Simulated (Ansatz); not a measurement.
Start from `C=[CH][Al]([CH]=C)[CH]=C` and change one element to get `C=[CH][In]([CH]=C)[CH]=C`.

Ansatz, PBE0-D4/def2-TZVP geometries, multiplicity 1. Each molecule was computed in one conformer, which needn't be the lowest.

Elements past krypton have def2 core potentials.

```
                                        property  `C=[CH][Al]([CH]=C)[CH]=C`
            HOMO–LUMO gap (PBE0/def2-TZVPP) / eV                        6.25
             HOMO–LUMO gap (PBE/def2-TZVPP) / eV                        4.08
               LUMO energy (PBE/def2-TZVPP) / eV                       -2.36
              LUMO energy (PBE0/def2-TZVPP) / eV                       -1.51
size of the dipole moment (B3LYP/def2-TZVPP) / D                        0.00
             LUMO energy (B3LYP/def2-TZVPP) / eV                       -1.70
```

Question: Give the same properties after the change, and the shifts. (Estimate.)

Answer: Ansatz gave: 
| property | `C=[CH][In]([CH]=C)[CH]=C` | shift |
| --- | --- | --- |
| HOMO–LUMO gap (PBE0/def2-TZVPP) / eV | 5.70 | -0.55 |
| HOMO–LUMO gap (PBE/def2-TZVPP) / eV | 3.70 | -0.38 |
| LUMO energy (PBE/def2-TZVPP) / eV | -2.39 | -0.03 |
| LUMO energy (PBE0/def2-TZVPP) / eV | -1.59 | -0.08 |
| size of the dipole moment (B3LYP/def2-TZVPP) / D | 0.00 | 0.00 |
| LUMO energy (B3LYP/def2-TZVPP) / eV | -1.83 | -0.13 |

With PBE0 the HOMO rises by 0.46 eV and the LUMO falls by 0.08 eV, so the gap narrows by about 0.54 eV. PBE moves the HOMO by 0.35 eV and ωB97M-V by 0.51 eV.

B3LYP here is the variant with VWN-RPA as its local correlation; programs differ in this.
